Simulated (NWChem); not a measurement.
Correlation energy of CHCl

```
C
H 1 1.1206
Cl 1 1.6933 2 101.82
```
Charge 0, spin multiplicity 1.

The numbers come from NWChem runs, not from measurements. Structure: optimised with PBE0/def2-SVP, a minimum by its harmonic frequencies.

Basis set: 6-311G**. Each correlation energy counts from its own Hartree-Fock reference.

The correlated methods keep 6 core orbitals frozen. The Pople sets run with spherical d functions. The structure started from a generated list of species. No row is a measurement; the coupled-cluster row has its own basis-set and correlation limits.

### Question
For the correlation energy, SCS-MP2 gives -254.9 mHa and CCSD+T(CCSD) gives -298.0 mHa. What do CCSD, CR-CCSD(T), CCSD(T) give?

### Answer
CCSD: -287.0 mHa; CR-CCSD(T): -295.3 mHa; CCSD(T): -297.2 mHa.
